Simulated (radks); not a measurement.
The numbers below are computed, except where a source is named.
Task: Species: Te4+. Configuration: [Kr] 4d10 5s2 (the NIST ground configuration). Level of theory: non-relativistic Kohn-Sham, r2SCAN, spin-polarised, spherical densities, point nucleus; meta-GGA in the generalised Kohn-Sham scheme; relativity is left out, which matters for an element this heavy (a radial shooting solver on a logarithmic mesh with Libxc functionals). Some entries of the table are withheld. Estimate them.

orbital,occ.,eigenvalue (hartree),<1/r> (bohr^-1),<r> (bohr)
1s,2,-1120.611,(1),0.02924
2s,2,-169.6526,11.81,0.1260
2p,6,-159.1665,11.80,0.1074
3s,2,-35.17131,4.303,0.3349
3p,6,-30.77550,4.219,(2)
3d,10,-22.64579,4.077,0.2969
4s,2,-7.31971,1.731,0.7946
4p,6,-5.79232,(3),(4)
4d,10,(5),(6),0.9529
5s,2,-1.88978,0.6691,1.936

Result: 
(1) 1s <1/r> (bohr^-1): 51.46
(2) 3p <r> (bohr): 0.3258
(3) 4p <1/r> (bohr^-1): 1.627
(4) 4p <r> (bohr): 0.8330
(5) 4d eigenvalue (hartree): -3.20954
(6) 4d <1/r> (bohr^-1): 1.386
